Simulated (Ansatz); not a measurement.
Z-matrix (Å, degrees):
```
C
B 1 1.555
H 1 1.098 2 107.8
H 1 1.091 2 112.8 3 -116.5
H 1 1.092 2 112.7 3 117.9
F 2 1.325 1 119.8 3 -91.2
C 2 1.593 1 122.8 3 89.6
N 7 1.412 2 113.2 1 -45.1
F 7 1.412 2 110.6 1 -172.8
H 7 1.101 2 107.2 1 73.5
H 8 1.011 7 112.7 2 174.3
H 8 1.011 7 113.0 2 -61.4
```

Total charge 0; spin multiplicity 1.

(1) List the ωB97M-V/def2-TZVPP orbital energies in eV (Ansatz). (An estimate is asked.)

Answers

(1) The calculation gave: Occupied: -677.78, -676.69, -394.74, -283.68, -280.90, -189.14, -36.64, -35.55, -28.03, -22.73, -21.36, -18.18, -17.42, -16.60, -16.38, -15.68, -15.33, -14.47, -13.84, -13.72, -13.09, -12.51, -10.86, -10.45. Lowest empty: 1.37, 2.07, 3.07, 3.17, 3.68, 4.11, 4.74, 5.05.
